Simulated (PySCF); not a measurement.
C₃H₅FOSi.

```xyz
11

C      2.3272     0.4578    -1.1355
C      1.4086     0.2407    -0.3706
Si    -0.0409    -0.0699     0.7221
F      0.1540    -1.5142     1.4506
C     -1.5430    -0.0761    -0.4058
O     -1.5299     1.1454    -1.1367
H      3.1504     0.6482    -1.8046
H     -0.1086     0.9710     1.7731
H     -1.5619    -0.9679    -1.0626
H     -2.4769    -0.0972     0.1786
H     -0.7339     1.1552    -1.6836
```
Charge 0, spin multiplicity 1.

Geometry: ωB97X-D3(BJ)/def2-SVP. The structure was generated by enumeration; whether it is a known compound was not checked. Other conformers were not sampled.

All values below come from HF/pcSseg-1 (PySCF). Non-relativistic, no solvent.

Computed absolute GIAO shielding of each atom: isotropic value and principal components (ppm):
```csv
atom,σ(iso),σ11,σ22,σ33,span
C1,82.0,-4.1,1.1,249.0,253.0
C2,106.4,10.1,12.1,297.0,286.9
Si3,419.6,385.0,417.4,456.3,71.3
F4,392.9,372.7,392.8,413.2,40.5
C5,146.3,120.6,129.3,188.9,68.3
O6,360.2,309.3,324.1,447.1,137.9
H7,28.8,23.7,23.9,38.8,15.1
H8,27.2,24.4,24.7,32.5,8.1
H9,28.5,24.6,26.9,33.9,9.3
H10,28.3,24.3,27.0,33.7,9.4
H11,31.4,20.7,28.5,44.9,24.2
```
